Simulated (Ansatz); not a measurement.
`[F][Sn]([F])([F])[F]` + H₂O → `[OH][Sn]([F])([F])[F]` + H–F  (formal hydrolysis of the Sn–F bond)

Computed with Ansatz on PBE0-D4/def2-TZVP structures; ΔE is electronic, products minus reactants. CBS: MP2 limit from def2 TZ/QZ plus the TZ coupled-cluster correction, frozen cores. This one scheme is used for every species. DFT in def2-TZVPP. B3LYP here is the variant with VWN-RPA as its local correlation; programs differ in this. def2 core potentials past Kr. For Sn outer-core shells are correlated without core-valence functions, which leaves a few kJ/mol of doubt a bond. Each species was taken in one conformer, which may not be the lowest.

| level | ΔE (kcal/mol) | difference from CCSD(T)/CBS |
| --- | --- | --- |
| PBE-D4 | 3.7 | 0.6 |
| B2PLYP | 3.7 | 0.6 |
| revPBE | 4.6 | 1.5 |
| BLYP | 4.9 | 1.8 |
| B3LYP | 4.4 | 1.3 |
| r2SCAN0 | 3.8 | 0.7 |
| CAM-B3LYP | 4.4 | 1.3 |
| CCSD/def2-SVP | 4.5 | 1.4 |
| CCSD(T)/def2-SVP | 4.4 | 1.3 |
| HF/CBS(def2) | 5.9 | 2.8 |
| CCSD(T)/CBS | 3.1 | 0 |

**Question.** What do rigid-rotor, harmonic-oscillator terms from PBE0-D4/def2-TZVP frequencies (298.15 K, 1 bar) make of the CCSD(T)/CBS value? (Estimate.)

**Answer.** Computed: ΔZPE = -0.7 kcal/mol, ΔH = +2.7 kcal/mol, ΔS = 23 J/(mol·K), ΔG = +1.0 kcal/mol.

Largest T1 diagnostic among the species: 0.015.

At CCSD(T), def2-SVP lies +1.3 kcal/mol from the extrapolated value and def2-TZVPP −0.5 kcal/mol. Leaving LDA and LC-ωPBE aside and taking each functional with its dispersion term where it has one, the values, not all of them listed here, spread over 2.5 kcal/mol, from PBE-QIDH to B97M-V. LDA lies −1.7 kcal/mol from PBE without D4.
